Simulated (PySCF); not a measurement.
# Reading the logs of faulty runs: CGeH5NO

All numbers below are calculated, not measured. The program is PySCF 2.14.0, an open-source quantum chemistry code, run on an isolated molecule that a program drew, which may never have been made. The molecule is CGeH5NO (charge 0, singlet), drawn as the SMILES string `C[N]=[GeH][OH]`.

Each row is a Hartree-Fock (HF) and frozen-core CCSD(T) single point in the cc-pVDZ basis, meant for a local HF minimum. Run 1 is clean. Each other run has one planted mistake out of seven kinds, and not every kind appears here: one electron removed, one electron added, multiplicity raised by two, geometry at a saddle point, minimal basis STO-3G, one bond length entered in bohr, all coordinates scaled. The reference is restricted for singlets and unrestricted otherwise, and also for a bond in bohr. Adding or removing an electron swaps singlet and doublet. Electrons count all cores. HOMO and LUMO are orbital energies over both spins, the gradient is its largest component, and the lowest frequency (negative if imaginary) is given only where the gradient is small. Bond lengths are over the 8 bonds as drawn. T1 is the CCSD diagnostic: over 0.02 (restricted) or 0.045 (unrestricted) a single reference is doubtful. Germanium has the cc-pVDZ-PP basis, with a core potential (ECP10MDF) in place of its 10 inner electrons, and its 3s, 3p and 3d shells are frozen in CCSD(T).

Geometry of the clean run:
```xyz
9
CGeH5NO, angstrom
C     0.0285    1.2464   -0.0871
N    -1.0920    0.3426    0.0696
Ge   -0.9811   -1.3107    0.2546
O    -2.4492   -2.2468    0.4310
H    -0.0649    1.7937   -1.0305
H     1.0237    0.7814   -0.0803
H     0.0168    1.9943    0.7121
H     0.1522   -2.3174    0.3172
H    -3.2363   -1.7175    0.4068
```

```
run  electrons  basis functions  <S^2>  HOMO (eV)  LUMO (eV)  gradient (hartree/bohr)  lowest frequency (cm^-1)  mean bond (Å)  longest bond (Å)      T1  HF (hartree)  CCSD(T) (hartree)                          mistake
  1         58               90  0.000      -9.15       2.46                  3.1e-05                       155         1.3274             1.750  0.0177    -463.41863         -464.06957                         no fault
  2         58               90  1.246      -8.54       2.10                  5.7e-02                         -         1.4884             2.736  0.0412    -463.31798         -463.92426  one bond length entered in bohr
  3         58               90  2.032      -5.71       0.86                  1.5e-01                         -         1.3274             1.750  0.0180    -463.33797         -463.94133       multiplicity raised by two
  4         59               90  0.769       1.11       8.92                  7.2e-02                         -         1.3274             1.750  0.0152    -463.35287         -464.00323                                ?
```

**Which mistake was planted in run 4, and what did it cost?**

It counts 59 electrons, one more than the clean run, at the same geometry and basis. So the mistake is: one electron added. Subtracting run 1 and multiplying by 627.51 kcal/mol a hartree, the energy moved by 41.3 kcal/mol in HF and 41.6 kcal/mol in CCSD(T).

Cautions from the logs. Run 4: the HOMO is above zero, so the electron isn't bound and the energy depends on the basis.
